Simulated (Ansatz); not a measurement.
Ansatz (a first-principles code) input (HF/STO-3G):

Ansatz 0.2 input:
```yaml
crystal:
  periodic: [false, false, false]
  atoms:
    - {symbol: N, position_ang: [1.45944800, 0.09912300, -0.17780100]}
    - {symbol: Si, position_ang: [-0.23810700, 0.11002200, -0.31958500]}
    - {symbol: O, position_ang: [-1.19240000, -0.37082800, 0.94902200]}
    - {symbol: H, position_ang: [1.96220400, 0.90231300, 0.16409200]}
    - {symbol: H, position_ang: [1.98714000, -0.75055600, -0.05542500]}
    - {symbol: H, position_ang: [-0.62552000, 1.49444700, -0.67170000]}
    - {symbol: H, position_ang: [-0.66726800, -0.91375600, -1.31034800]}
basis:
  gaussian:
    orbitals: STO-3G
hamiltonian:
  xc: {name: HF}
magnetization: {spin_polarized: true, initial_magnetization: 1}
relax: {f_tol: 0.003, max_steps: 120}
```

Output:

```
Functional definition: HF
integrals: 0.00 GiB planned
318 factors; integrals over basis functions are off by at most 9.9e-6 eV
mean field: 0.06 GiB planned
mean field evaluation 1: about -11292.9119 eV, gradient 2.8e1 eV
mean field evaluation 2: about -11292.9594 eV, gradient 2.8e1 eV
mean field evaluation 4: about -11303.6323 eV, gradient 1.8e1 eV
mean field evaluation 8: about -11306.4351 eV, gradient 4.5e-1 eV
mean field evaluation 16: about -11306.4776 eV, gradient 8.9e-5 eV
mean field evaluation 32: about -11306.3853 eV, gradient 2.2e-1 eV
mean field evaluation 64: about -11303.8704 eV, gradient 3.6e0 eV
mean field -11306.47757763 eV, -415.5053871720 hartree, gradient 9.9e-7 eV, S^2 0.755047; 3 other end points of the search recorded, 0 dependent functions left out
the calculation of the forces begins
reference -11306.47757763 eV, -415.5053871720 hartree; 17, 16 occupied and 6, 7 virtual orbitals, 318 factors
relax step   1: F+E_penalty+E_count = -11306.47757763 eV  Δ(F+E_penalty+E_count) = +0.000e0 eV  max|allowed force component| = 3.237e0 eV/Å  Δτ_max = 0.0000 Å  (168 SCF iters, accepted)
these checks for a lower state are left out or cut short: starts, cluster_reference, orbital_swaps, neighbouring_geometries, increment
integrals: 0.00 GiB planned
318 factors; integrals over basis functions are off by at most 1.0e-5 eV
mean field: 0.06 GiB planned
mean field evaluation 96: about -11306.6964 eV, gradient 9.8e-6 eV
mean field -11306.69643609 eV, -415.5134300723 hartree, gradient 9.8e-6 eV, S^2 0.755200; 0 other end points of the search recorded, 0 dependent functions left out
the calculation of the forces begins
reference -11306.69643609 eV, -415.5134300723 hartree; 17, 16 occupied and 6, 7 virtual orbitals, 318 factors
relax step   2: F+E_penalty+E_count = -11306.69643609 eV  Δ(F+E_penalty+E_count) = -2.189e-1 eV  max|allowed force component| = 9.219e-1 eV/Å  Δτ_max = 0.0975 Å  (46 SCF iters, accepted)
these checks for a lower state are left out or cut short: starts, cluster_reference, orbital_swaps, neighbouring_geometries, increment
integrals: 0.00 GiB planned
318 factors; integrals over basis functions are off by at most 1.0e-5 eV
mean field: 0.06 GiB planned
mean field -11306.72779272 eV, -415.5145824070 hartree, gradient 6.2e-6 eV, S^2 0.755716; 0 other end points of the search recorded, 0 dependent functions left out
the calculation of the forces begins
reference -11306.72779272 eV, -415.5145824070 hartree; 17, 16 occupied and 6, 7 virtual orbitals, 318 factors
relax step   3: F+E_penalty+E_count = -11306.72779272 eV  Δ(F+E_penalty+E_count) = -3.136e-2 eV  max|allowed force component| = 4.830e-1 eV/Å  Δτ_max = 0.0585 Å  (46 SCF iters, accepted)
these checks for a lower state are left out or cut short: starts, cluster_reference, orbital_swaps, neighbouring_geometries, increment
integrals: 0.00 GiB planned
318 factors; integrals over basis functions are off by at most 1.1e-5 eV
mean field: 0.06 GiB planned
mean field -11306.72978797 eV, -415.5146557310 hartree, gradient 1.5e-6 eV, S^2 0.755709; 0 other end points of the search recorded, 0 dependent functions left out
the calculation of the forces begins
reference -11306.72978797 eV, -415.5146557310 hartree; 17, 16 occupied and 6, 7 virtual orbitals, 318 factors
relax step   4: F+E_penalty+E_count = -11306.72978797 eV  Δ(F+E_penalty+E_count) = -1.995e-3 eV  max|allowed force component| = 5.986e-1 eV/Å  Δτ_max = 0.0458 Å  (57 SCF iters, accepted)
these checks for a lower state are left out or cut short: starts, cluster_reference, orbital_swaps, neighbouring_geometries, increment
integrals: 0.00 GiB planned
318 factors; integrals over basis functions are off by at most 1.1e-5 eV
mean field: 0.06 GiB planned
mean field evaluation 128: about -11306.7454 eV, gradient 3.9e-5 eV
mean field -11306.74543740 eV, -415.5152308371 hartree, gradient 6.3e-6 eV, S^2 0.755915; 0 other end points of the search recorded, 0 dependent functions left out
the calculation of the forces begins
reference -11306.74543740 eV, -415.5152308371 hartree; 17, 16 occupied and 6, 7 virtual orbitals, 318 factors
relax step   5: F+E_penalty+E_count = -11306.74543740 eV  Δ(F+E_penalty+E_count) = -1.565e-2 eV  max|allowed force component| = 2.588e-1 eV/Å  Δτ_max = 0.0323 Å  (45 SCF iters, accepted)
these checks for a lower state are left out or cut short: starts, cluster_reference, orbital_swaps, neighbouring_geometries, increment
integrals: 0.00 GiB planned
318 factors; integrals over basis functions are off by at most 1.1e-5 eV
mean field: 0.06 GiB planned
mean field -11306.74886232 eV, -415.5153567005 hartree, gradient 5.0e-6 eV, S^2 0.755874; 0 other end points of the search recorded, 0 dependent functions left out
the calculation of the forces begins
reference -11306.74886232 eV, -415.5153567005 hartree; 17, 16 occupied and 6, 7 virtual orbitals, 318 factors
relax step   6: F+E_penalty+E_count = -11306.74886232 eV  Δ(F+E_penalty+E_count) = -3.425e-3 eV  max|allowed force component| = 2.771e-2 eV/Å  Δτ_max = 0.0535 Å  (44 SCF iters, accepted)
these checks for a lower state are left out or cut short: starts, cluster_reference, orbital_swaps, neighbouring_geometries, increment
integrals: 0.00 GiB planned
318 factors; integrals over basis functions are off by at most 1.1e-5 eV
mean field: 0.06 GiB planned
mean field -11306.74900240 eV, -415.5153618484 hartree, gradient 6.1e-6 eV, S^2 0.755862; 0 other end points of the search recorded, 0 dependent functions left out
the calculation of the forces begins
reference -11306.74900240 eV, -415.5153618484 hartree; 17, 16 occupied and 6, 7 virtual orbitals, 318 factors
relax step   7: F+E_penalty+E_count = -11306.74900240 eV  Δ(F+E_penalty+E_count) = -1.401e-4 eV  max|allowed force component| = 7.815e-3 eV/Å  Δτ_max = 0.0118 Å  (42 SCF iters, accepted)
these checks for a lower state are left out or cut short: starts, cluster_reference, orbital_swaps, neighbouring_geometries, increment
integrals: 0.00 GiB planned
318 factors; integrals over basis functions are off by at most 1.1e-5 eV
mean field: 0.06 GiB planned
mean field evaluation 160: about -11306.7490 eV, gradient 9.4e-5 eV
mean field -11306.74901203 eV, -415.5153622022 hartree, gradient 7.1e-6 eV, S^2 0.755872; 0 other end points of the search recorded, 0 dependent functions left out
the calculation of the forces begins
reference -11306.74901203 eV, -415.5153622022 hartree; 17, 16 occupied and 6, 7 virtual orbitals, 318 factors
relax step   8: F+E_penalty+E_count = -11306.74901203 eV  Δ(F+E_penalty+E_count) = -9.626e-6 eV  max|allowed force component| = 1.587e-3 eV/Å  Δτ_max = 0.0034 Å  (43 SCF iters, accepted)
integrals: 0.00 GiB planned
318 factors; integrals over basis functions are off by at most 1.1e-5 eV
mean field: 0.06 GiB planned
mean field evaluation 192: about -11306.6413 eV, gradient 4.8e-3 eV
mean field evaluation 224: about -11306.5814 eV, gradient 2.1e0 eV
mean field evaluation 256: about -11294.5972 eV, gradient 2.7e1 eV
mean field -11306.74901203 eV, -415.5153622022 hartree, gradient 7.2e-6 eV, S^2 0.755872; 3 other end points of the search recorded, 0 dependent functions left out
the calculation of the forces begins
reference -11306.74901203 eV, -415.5153622022 hartree; 17, 16 occupied and 6, 7 virtual orbitals, 318 factors
Total energy: -11306.74901203 eV, -415.5153622022 hartree
Atom 0 at     1.480708     0.131797    -0.286388 Å, force     0.001375     0.000022     0.000517 eV/Å
Atom 1 at    -0.247854     0.116339    -0.397627 Å, force    -0.001341    -0.000063     0.000179 eV/Å
Atom 2 at    -1.021098    -0.295070     1.081297 Å, force    -0.000176     0.000162    -0.000021 eV/Å
Atom 3 at     1.874199     0.822912     0.354297 Å, force    -0.000128    -0.001585    -0.000425 eV/Å
Atom 4 at     1.915241    -0.764760    -0.062050 Å, force    -0.000107     0.001587    -0.000250 eV/Å
Atom 5 at    -0.687346     1.422285    -0.753481 Å, force     0.000134    -0.000096    -0.000128 eV/Å
Atom 6 at    -0.628353    -0.862737    -1.357792 Å, force     0.000244    -0.000028     0.000129 eV/Å
Dipole moment:     0.064222    -0.000242     0.009498 e Å
```

The geometry given is a B3LYP-D3(BJ)/def2-TZVP minimum.
